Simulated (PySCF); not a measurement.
**Electronic structure of Ba (barium, neutral) at the UHF level**

Configuration: [Xe] 6s1 6p1, high-spin 3P determinant (an excited configuration). Calculation: PySCF 2.14, in x2c-TZVPPall (11s7p6d2f1g, 85 functions); scalar relativity by spin-free X2C-1e.

```json
{
  "Total energy": "-8131.571725 hartree",
  "One-electron energy": "-11098.0336 hartree",
  "Hartree (Coulomb) energy": "3163.4211 hartree",
  "Exchange energy": "-196.9593 hartree",
  "⟨S²⟩": "2.0003",
  "⟨L²⟩": "2.206",
  "Sum of ⟨r⟩": "45.44 bohr",
  "Sum of ⟨r²⟩": "116.3 bohr²",
  "Traceless quadrupole moment −½Σ⟨3z² − r²⟩ along its main axis": "-22.4 e·bohr²",
  "Langevin diamagnetic susceptibility": "-92.1 ×10⁻⁶ cm³/mol"
}
```

```csv
shell,electrons,mean orbital energy (hartree),spread (hartree),"rms radius, mean of both spins (bohr)"
1s α,1,-1382.63048,0,0.0292
1s β,1,-1382.62958,0,0.0292
2s α,1,-222.46739,0,0.119
2s β,1,-222.46654,0,0.119
2p α,3,-199.41980,0.00031,0.106
2p β,3,-199.41936,0.00034,0.106
3s α,1,-48.65553,0,0.311
3s β,1,-48.65412,0,0.311
3p α,3,-41.07156,0.00017,0.311
3p β,3,-41.07080,0.00083,0.311
3d α,5,-29.97219,0.00057,0.289
3d β,5,-29.97181,0.00076,0.289
4s α,1,-10.28208,0,0.715
4s β,1,-10.27915,0,0.715
4p α,3,-7.72833,0.00035,0.762
4p β,3,-7.72674,0.00173,0.762
4d α,5,-3.88324,0.00145,0.863
4d β,5,-3.88198,0.00214,0.863
5s α,1,-1.63617,0,1.76
5s β,1,-1.62617,0,1.76
5p α,3,-0.93235,0.00264,2.04
5p β,3,-0.92582,0.01166,2.04
6s α,1,-0.21874,0,5.28
6p α,1,-0.13352,0,6.61
```

Spin-orbit coupling, absent here, splits the open shell strongly.

Densities and radii are taken from the X2C orbitals without a picture-change correction, which distorts them close to the nucleus.

Spin-orbit constants ζ (cm⁻¹) from the X2C one-electron operator on these orbitals: bare nucleus, nucleus screened by l(l+1)(2l+1)/3 electrons, and screened by the Breit-Pauli mean field of the electrons.

```csv
shell,bare,screened nucleus,mean field
2p,2015000,1943000,n/a
3p,394200,380100,n/a
3d,60690,49860,n/a
4p,80000,77140,n/a
4d,9841,8084,n/a
5p,10220,9851,n/a
6p,677.5,653.3,n/a
```

To first order the Landé constant is A = 326.6 cm⁻¹, so the lowest level has J = 0 and lies 0.0810 eV below the centre of the term. This holds in LS coupling only.
